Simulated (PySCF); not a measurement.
CH$_{4}$AlBrO (SMILES C[O][AlH][Br]), singlet, geometry from GFN2-xTB (such geometries of metal compounds can be far from the true shape), with bond 2-1 at 2.4 times its length; CASSCF(10,9)/6-31G (PySCF).

The PySCF input:
```python
from pyscf import gto, scf, mcscf
import numpy

mol = gto.M(
    atom='''
Al   -0.76522894   -0.52911199   -0.23638920
H    -3.90384845   -2.08150464    0.66728561
Br    0.35343815    0.64257846    1.31982831
O    -0.24192006   -0.72810017   -1.77752910
C     0.14253641   -0.93834481   -3.11027801
H     1.02331037   -1.58221410   -3.14194263
H    -0.67216478   -1.41629168   -3.65648115
H     0.37962441    0.01752831   -3.58074878
''',
    basis='6-31g',
    verbose=4,
)

mf = scf.RHF(mol)
mf.kernel()
mc = mcscf.CASSCF(mf, 9, 10)
mc.fix_spin_(ss=0.0)
mc.kernel()
occ = numpy.linalg.eigvalsh(mc.fcisolver.make_rdm1(mc.ci, mc.ncas, mc.nelecas))[::-1]
ss = mc.fcisolver.spin_square(mc.ci, mc.ncas, mc.nelecas)[0]
print('natural occupations', occ.round(4), ' <S^2>', round(ss, 4))
```

The log (banner, timings and long lists left out):

```
PySCF version 2.14.0

[INPUT] verbose = 4
[INPUT] num. atoms = 8
[INPUT] num. electrons = 66
[INPUT] charge = 0
[INPUT] spin (= nelec alpha-beta = 2S) = 0
[INPUT] symmetry False subgroup None
[INPUT] Mole.unit = angstrom
[INPUT] Symbol           X                Y                Z      unit          X                Y                Z       unit  Magmom
[...]
nuclear repulsion = 278.82278261944
number of shells = 36
number of NR pGTOs = 196
number of NR cGTOs = 66
basis = 6-31g
ecp = {}

******** <class 'pyscf.scf.hf.RHF'> ********
method = RHF
initial guess = minao
damping factor = 0
level_shift factor = 0
DIIS = <class 'pyscf.scf.diis.CDIIS'>
diis_start_cycle = 1
diis_space = 8
diis_damp = 0
SCF conv_tol = 1e-09
SCF conv_tol_grad = None
SCF max_cycles = 50
direct_scf = True
direct_scf_tol = 1e-13
Set gradient conv threshold to 3.16228e-05
Initial guess from minao.
init E= -2928.0405766876
[...]
cycle= 1 E= -2928.76436971817  delta_E= -0.724  |g|= 0.549  |ddm|= 2.56
[...]
cycle= 2 E= -2928.83025549223  delta_E= -0.0659  |g|= 0.318  |ddm|= 0.958
[...]
cycle= 3 E= -2928.85236700234  delta_E= -0.0221  |g|= 0.0455  |ddm|= 0.309
[...]
cycle= 4 E= -2928.8532019092  delta_E= -0.000835  |g|= 0.016  |ddm|= 0.0949
[...]
cycle= 5 E= -2928.85331950406  delta_E= -0.000118  |g|= 0.00263  |ddm|= 0.0339
[...]
cycle= 6 E= -2928.8533269137  delta_E= -7.41e-06  |g|= 0.000848  |ddm|= 0.0118
[...]
cycle= 7 E= -2928.85332750864  delta_E= -5.95e-07  |g|= 0.00025  |ddm|= 0.00291
[...]
cycle= 8 E= -2928.85332755846  delta_E= -4.98e-08  |g|= 9.74e-05  |ddm|= 0.000738
[...]
cycle= 9 E= -2928.85332756714  delta_E= -8.68e-09  |g|= 2.63e-05  |ddm|= 0.000283
[...]
cycle= 10 E= -2928.85332756779  delta_E= -6.53e-10  |g|= 6.24e-06  |ddm|= 8.31e-05
[...]
Extra cycle  E= -2928.85332756782  delta_E= -3.09e-11  |g|= 2.92e-06  |ddm|= 1.54e-05
converged SCF energy = -2928.85332756782

******** <class 'pyscf.mcscf.mc1step.CASSCF'> ********
CAS (5e+5e, 9o), ncore = 28, nvir = 29
max_cycle_macro = 50
max_cycle_micro = 4
conv_tol = 1e-07
conv_tol_grad = None
orbital rotation max_stepsize = 0.02
orbital rotation threshold for CI restart = 0.01
augmented hessian ah_max_cycle = 30
augmented hessian ah_conv_tol = 1e-12
augmented hessian ah_linear dependence = 1e-14
augmented hessian ah_level shift = 1e-08
augmented hessian ah_start_tol = 2.5
augmented hessian ah_start_cycle = 3
augmented hessian ah_grad_trust_region = 3
kf_trust_region = 3
kf_interval = 4
ci_response_space = 4
ci_grad_trust_region = 3
with_dep4 0
natorb = False
canonicalization = True
sorting_mo_energy = False
ao2mo_level = 2
internal_rotation = False
******** <class 'pyscf.fci.addons.SpinPenaltyFCISolver'> ********
max. cycles = 50
conv_tol = 1e-08
davidson only = True
linear dependence = 1e-12
level shift = 0.001
max iter space = 12
nroots = 1
pspace_size = 400
spin = None
CASCI E = -2928.93422467596  S^2 = 0.0000000
Set conv_tol_grad to 0.000316228
macro iter   1 ( 21 JK    4 micro), CASSCF E = -2928.95737662261  dE = -2.31519467e-02  S^2 = 0.0000000
               |grad[o]|=0.106  |grad[c]|=0.0162  |ddm|=0.145  |maxRot[o]|=0.212
macro iter   2 ( 21 JK    4 micro), CASSCF E = -2928.97694597076  dE = -1.95693482e-02  S^2 = 0.0000000
               |grad[o]|=0.0461  |grad[c]|=0.0482  |ddm|=0.101  |maxRot[o]|=0.239
macro iter   3 ( 21 JK    4 micro), CASSCF E = -2929.00532473319  dE = -2.83787624e-02  S^2 = 0.0000000
               |grad[o]|=0.0396  |grad[c]|=0.0971  |ddm|=0.081  |maxRot[o]|= 0.29
macro iter   4 ( 21 JK    4 micro), CASSCF E = -2929.02624688915  dE = -2.09221560e-02  S^2 = 0.0000000
               |grad[o]|=0.0335  |grad[c]|=0.0629  |ddm|=0.0134  |maxRot[o]|=0.291
macro iter   5 ( 21 JK    4 micro), CASSCF E = -2929.03105114409  dE = -4.80425494e-03  S^2 = 0.0000000
               |grad[o]|=0.0206  |grad[c]|=0.0289  |ddm|=0.0141  |maxRot[o]|=0.206
macro iter   6 ( 21 JK    4 micro), CASSCF E = -2929.03146118200  dE = -4.10037915e-04  S^2 = 0.0000000
               |grad[o]|=0.0091  |grad[c]|=0.00522  |ddm|=0.00684  |maxRot[o]|=0.314
macro iter   7 ( 21 JK    4 micro), CASSCF E = -2929.03156009781  dE = -9.89158079e-05  S^2 = 0.0000000
               |grad[o]|=0.00558  |grad[c]|=0.0319  |ddm|=0.0104  |maxRot[o]|=0.313
macro iter   8 ( 12 JK    3 micro), CASSCF E = -2929.03174897408  dE = -1.88876270e-04  S^2 = 0.0000000
               |grad[o]|=0.00626  |grad[c]|=0.0102  |ddm|=0.0115  |maxRot[o]|=0.116
macro iter   9 ( 21 JK    4 micro), CASSCF E = -2929.03252045700  dE = -7.71482915e-04  S^2 = 0.0000000
               |grad[o]|=0.00516  |grad[c]|=0.00662  |ddm|=0.0245  |maxRot[o]|=0.265
macro iter  10 ( 21 JK    4 micro), CASSCF E = -2929.03417196528  dE = -1.65150829e-03  S^2 = 0.0000000
               |grad[o]|=0.00912  |grad[c]|=0.0448  |ddm|=0.0101  |maxRot[o]|=0.244
macro iter  11 ( 12 JK    3 micro), CASSCF E = -2929.03485716487  dE = -6.85199583e-04  S^2 = 0.0000000
               |grad[o]|=0.0158  |grad[c]|=0.0413  |ddm|=0.00554  |maxRot[o]|=0.128
macro iter  12 ( 17 JK    4 micro), CASSCF E = -2929.03495196294  dE = -9.47980748e-05  S^2 = 0.0000000
               |grad[o]|=0.006  |grad[c]|=0.0158  |ddm|=0.00177  |maxRot[o]|=0.0838
macro iter  13 ( 12 JK    3 micro), CASSCF E = -2929.03508141466  dE = -1.29451718e-04  S^2 = 0.0000000
               |grad[o]|=0.00333  |grad[c]|=0.0177  |ddm|=0.00141  |maxRot[o]|=0.149
macro iter  14 (  7 JK    2 micro), CASSCF E = -2929.03517534179  dE = -9.39271304e-05  S^2 = 0.0000000
               |grad[o]|=0.00253  |grad[c]|=0.00261  |ddm|=0.000577  |maxRot[o]|=0.0699
macro iter  15 (  7 JK    2 micro), CASSCF E = -2929.03530728934  dE = -1.31947547e-04  S^2 = 0.0000000
               |grad[o]|=0.00246  |grad[c]|=0.00141  |ddm|=0.000802  |maxRot[o]|=0.0699
macro iter  16 (  7 JK    2 micro), CASSCF E = -2929.03549039090  dE = -1.83101561e-04  S^2 = 0.0000000
               |grad[o]|=0.00257  |grad[c]|=0.00214  |ddm|=0.00108  |maxRot[o]|=0.0699
[...]
macro iter  22 ( 21 JK    4 micro), CASSCF E = -2929.03651460733  dE = -4.09286836e-05  S^2 = 0.0000000
               |grad[o]|=0.00361  |grad[c]|=0.00965  |ddm|=0.00159  |maxRot[o]|=0.0122
macro iter  23 ( 21 JK    4 micro), CASSCF E = -2929.03655392987  dE = -3.93225423e-05  S^2 = 0.0000000
               |grad[o]|=0.00358  |grad[c]|=0.00945  |ddm|=0.00155  |maxRot[o]|=0.0111
macro iter  24 ( 21 JK    4 micro), CASSCF E = -2929.03658832210  dE = -3.43922266e-05  S^2 = 0.0000000
               |grad[o]|=0.00356  |grad[c]|=0.0092  |ddm|=0.00149  |maxRot[o]|=0.0115
macro iter  25 ( 21 JK    4 micro), CASSCF E = -2929.03661646603  dE = -2.81439284e-05  S^2 = 0.0000000
               |grad[o]|=0.00353  |grad[c]|=0.00906  |ddm|=0.00144  |maxRot[o]|=0.0117
macro iter  26 ( 21 JK    4 micro), CASSCF E = -2929.03664083083  dE = -2.43648055e-05  S^2 = 0.0000000
               |grad[o]|=0.00348  |grad[c]|=0.00887  |ddm|=0.0014  |maxRot[o]|=0.012
macro iter  27 ( 21 JK    4 micro), CASSCF E = -2929.03666043625  dE = -1.96054189e-05  S^2 = 0.0000000
               |grad[o]|=0.00344  |grad[c]|=0.0088  |ddm|=0.00139  |maxRot[o]|=0.0115
macro iter  28 ( 21 JK    4 micro), CASSCF E = -2929.03667431024  dE = -1.38739852e-05  S^2 = 0.0000000
               |grad[o]|=0.00341  |grad[c]|=0.00866  |ddm|=0.00135  |maxRot[o]|=0.0108
macro iter  29 ( 21 JK    4 micro), CASSCF E = -2929.03668392409  dE = -9.61385331e-06  S^2 = 0.0000000
               |grad[o]|=0.00338  |grad[c]|=0.00866  |ddm|=0.00135  |maxRot[o]|=0.00939
macro iter  30 ( 21 JK    4 micro), CASSCF E = -2929.03668942938  dE = -5.50528603e-06  S^2 = 0.0000000
               |grad[o]|=0.00337  |grad[c]|=0.0086  |ddm|=0.00134  |maxRot[o]|=0.00811
macro iter  31 ( 21 JK    4 micro), CASSCF E = -2929.03669277005  dE = -3.34067090e-06  S^2 = 0.0000000
               |grad[o]|=0.00337  |grad[c]|=0.00863  |ddm|=0.00135  |maxRot[o]|=0.0066
macro iter  32 ( 21 JK    4 micro), CASSCF E = -2929.03669418159  dE = -1.41154169e-06  S^2 = 0.0000000
               |grad[o]|=0.00337  |grad[c]|=0.00862  |ddm|=0.00134  |maxRot[o]|=0.00537
macro iter  33 ( 21 JK    4 micro), CASSCF E = -2929.03669471529  dE = -5.33704679e-07  S^2 = 0.0000000
               |grad[o]|=0.00338  |grad[c]|=0.00865  |ddm|=0.00135  |maxRot[o]|=0.00427
macro iter  34 ( 21 JK    4 micro), CASSCF E = -2929.03669462268  dE =  9.26138455e-08  S^2 = 0.0000000
               |grad[o]|=0.00339  |grad[c]|=0.00866  |ddm|=0.00135  |maxRot[o]|=0.00338
macro iter  35 ( 17 JK    4 micro), CASSCF E = -2929.03681176496  dE = -1.17142282e-04  S^2 = 0.0000000
               |grad[o]|=0.0034  |grad[c]|=0.00216  |ddm|=0.000668  |maxRot[o]|=0.027
macro iter  36 ( 12 JK    3 micro), CASSCF E = -2929.03683963116  dE = -2.78661955e-05  S^2 = 0.0000000
               |grad[o]|=0.00298  |grad[c]|=0.000514  |ddm|=0.000226  |maxRot[o]|=0.00768
macro iter  37 ( 21 JK    4 micro), CASSCF E = -2929.03683857415  dE =  1.05700974e-06  S^2 = 0.0000000
               |grad[o]|=0.00264  |grad[c]|=0.0055  |ddm|=0.000853  |maxRot[o]|=0.00276
macro iter  38 ( 17 JK    4 micro), CASSCF E = -2929.03704926397  dE = -2.10689823e-04  S^2 = 0.0000000
               |grad[o]|=0.00245  |grad[c]|=0.00244  |ddm|=0.000893  |maxRot[o]|=0.051
macro iter  39 ( 21 JK    4 micro), CASSCF E = -2929.03705257805  dE = -3.31407864e-06  S^2 = 0.0000000
               |grad[o]|=0.0021  |grad[c]|=0.00299  |ddm|=0.000529  |maxRot[o]|=0.00245
macro iter  40 ( 21 JK    4 micro), CASSCF E = -2929.03705147932  dE =  1.09873417e-06  S^2 = 0.0000000
               |grad[o]|=0.00191  |grad[c]|=0.00436  |ddm|=0.000688  |maxRot[o]|=0.00138
macro iter  41 ( 17 JK    4 micro), CASSCF E = -2929.03712439401  dE = -7.29146918e-05  S^2 = 0.0000000
               |grad[o]|=0.00193  |grad[c]|=0.00138  |ddm|=0.000402  |maxRot[o]|=0.0185
macro iter  42 ( 21 JK    4 micro), CASSCF E = -2929.03712440874  dE = -1.47288119e-08  S^2 = 0.0000000
               |grad[o]|=0.00178  |grad[c]|=0.00271  |ddm|=0.00045  |maxRot[o]|=0.00168
macro iter  43 ( 20 JK    4 micro), CASSCF E = -2929.03727348961  dE = -1.49080875e-04  S^2 = 0.0000000
               |grad[o]|=0.00173  |grad[c]|=0.00115  |ddm|=0.00057  |maxRot[o]|=0.0395
macro iter  44 ( 21 JK    4 micro), CASSCF E = -2929.03727554074  dE = -2.05113065e-06  S^2 = 0.0000000
               |grad[o]|=0.00156  |grad[c]|=0.00196  |ddm|=0.000475  |maxRot[o]|=0.0046
macro iter  45 ( 21 JK    4 micro), CASSCF E = -2929.03727619251  dE = -6.51772098e-07  S^2 = 0.0000000
               |grad[o]|=0.00154  |grad[c]|=0.0032  |ddm|=0.000479  |maxRot[o]|=0.00133
macro iter  46 (  7 JK    2 micro), CASSCF E = -2929.03746139742  dE = -1.85204908e-04  S^2 = 0.0000000
               |grad[o]|=0.00158  |grad[c]|=0.000598  |ddm|=0.000767  |maxRot[o]|=0.0545
macro iter  47 (  7 JK    2 micro), CASSCF E = -2929.03763288372  dE = -1.71486297e-04  S^2 = 0.0000000
               |grad[o]|=0.00136  |grad[c]|=0.00116  |ddm|=0.000673  |maxRot[o]|=0.0617
macro iter  48 (  7 JK    2 micro), CASSCF E = -2929.03776373657  dE = -1.30852852e-04  S^2 = 0.0000000
               |grad[o]|=0.00132  |grad[c]|=0.00274  |ddm|=0.000479  |maxRot[o]|=0.0657
macro iter  49 (  7 JK    2 micro), CASSCF E = -2929.03783708156  dE = -7.33449897e-05  S^2 = 0.0000000
               |grad[o]|=0.0012  |grad[c]|=0.00426  |ddm|=0.000346  |maxRot[o]|=0.0677
macro iter  50 ( 15 JK    4 micro), CASSCF E = -2929.03769167198  dE =  1.45409585e-04  S^2 = 0.0000000
               |grad[o]|=0.000772  |grad[c]|=0.0135  |ddm|=0.00131  |maxRot[o]|=0.111
1-step CASSCF not converged,  50 macro (865 JK 178 micro) steps
CASSCF canonicalization
Density matrix diagonal elements [1.97523542 1.97916221 1.99532599 1.97694948 1.35284165 0.63720819
 0.02389112 0.03629445 0.02309147]
CASSCF energy = -2929.03769167198
CASCI E = -2929.03769167198  E(CI) = -26.6428974769988  S^2 = 0.0000000
natural occupations [1.9985 1.9795 1.9776 1.9775 1.3575 0.6437 0.0232 0.0224 0.0201]  <S^2> 0.0
```

The run did not converge; its last values are not results.
